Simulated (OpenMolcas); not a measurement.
Te3+: effect of the active space

- Program: OpenMolcas 26.06
- Method: CASSCF
- Basis: ANO-R1
- Scalar Hamiltonian: X2C, finite nucleus
- Spin-orbit coupling: state interaction with AMFI integrals over the reference wave functions, term energies averaged over their components

A. 3 electrons in 4 orbitals (5s 5p); 2S+1 = 4 odd, 1 root; 2S+1 = 2 odd, 11 roots; 2S+1 = 4 even, 3 roots; 2S+1 = 2 even, 9 roots; cost about 11 core-seconds
B. 3 electrons in 8 orbitals (5s 5p 6s 6p); 2S+1 = 2 odd, 3 roots; 2S+1 = 2 even, 9 roots; 2S+1 = 4 even, 3 roots kept (CI in the orbitals of an earlier block); cost about 18 core-seconds

Energies in eV above 5s2 5p 2P* 1/2, the measured ground level; measured values from Moore, Atomic Energy Levels, vol. III, NSRDS-NBS 35 (1971 reprint of NBS Circular 467, 1958).

| Level | A | B | Measured |
| --- | --- | --- | --- |
| 5s2 5p 2P* 1/2 | 0.0000 | 0.0000 | 0.0000 |
| 5s2 5p 2P* 3/2 | 1.0690 | 1.0735 | 1.1435 |
| 5s 5p2 4P 1/2 | 7.4358 | 7.5051 |  |
| 5s 5p2 4P 3/2 | 7.9103 | 7.9782 |  |
| 5s 5p2 4P 5/2 | 8.4884 | 8.5599 |  |
| 5s 5p2 2D 3/2 | 12.1553 | 12.1243 |  |
| 5s 5p2 2D 5/2 | 12.2731 | 12.3081 |  |

Between A and B the level of the table that moves most is 5s 5p2 4P 5/2, by 580 cm-1 (lowest in A, highest in B).

Terms of s pⁿ other than that of highest spin mix with s² pⁿ⁻² d, which this space lacks; all of them can be thousands of cm-1 off, and some have no real level of that name. The basis is small and was not contracted for so high a charge. Terms from blocks run as CI alone lack orbitals of their own (holds for B). Active for correlation alone: 6p 6s; no level in the range computed is led by a configuration that fills them, so any true level of that kind is missing (holds for B). Levels of configurations outside the active space are missing. Levels that lie high or do not pair safely by name in every column are left out.

* marks odd parity.
